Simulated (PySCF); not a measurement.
# Hartree-Fock beside MP2: B2CH3O anion

Calculated results; nothing here was measured. They come from PySCF 2.14.0, an open-source quantum chemistry program, on an isolated molecule that a program drew, which may never have been made. The molecule is B2CH3O anion (charge -1, singlet), drawn as the SMILES string `BC=B[O-]`.

The geometry was optimised and harmonic frequencies were computed with HF and MP2, all in the aug-cc-pVDZ basis, for the commonest isotopes, with a restricted reference for singlets and an unrestricted one otherwise, and a frozen core in MP2. Each result is a local minimum of its method.

Geometry at the HF minimum:
```xyz
7
B2CH3O anion, angstrom
B    -0.3587   -0.2792    0.2957
C    -1.2009   -0.7151    1.4261
B    -2.4307    0.0029    1.8519
O    -3.4419    0.5799    2.2142
H     0.6501   -0.8838   -0.0392
H    -0.6225    0.7105   -0.3689
H    -0.9402   -1.6023    2.0009
```

Lengths of the bonds as drawn, in Å (atoms numbered as above):
```
bond,HF,MP2
B1-C2,1.476,1.487
C2-B3,1.486,1.498
B3-O4,1.219,1.251
B1-H5,1.223,1.226
B1-H6,1.221,1.225
C2-H7,1.089,1.100
```

Rotational constants, in GHz:
```
constant     HF    MP2
       A   43.9   42.2
       B   4.27  4.194
       C  3.892  3.815
```

Harmonic frequencies in cm^-1, each column in rising order, so a row needn't be the same motion in every method:
```
rank,HF,MP2
1,198,177
2,316,?
3,584,530
4,623,563
5,801,758
6,829,800
7,993,926
8,1021,927
9,1156,1090
10,1275,1189
11,1444,1365
12,1969,1830
13,2479,2454
14,2497,2487
15,3233,3145
```

**Estimate the missing MP2 frequency from the HF column.**

A single factor s that minimises the squared misfit of MP2 against s times HF over the other rows is sum(HF x MP2) / sum(HF^2) = 0.9655, with an rms misfit of 43 cm^-1. For rank 2 it gives 0.9655 x 316 = 305 cm^-1. The calculation gives 303 cm^-1, 2 cm^-1 below the estimate. The drawn bonds are on average 1.0 % longer in MP2 than in HF.
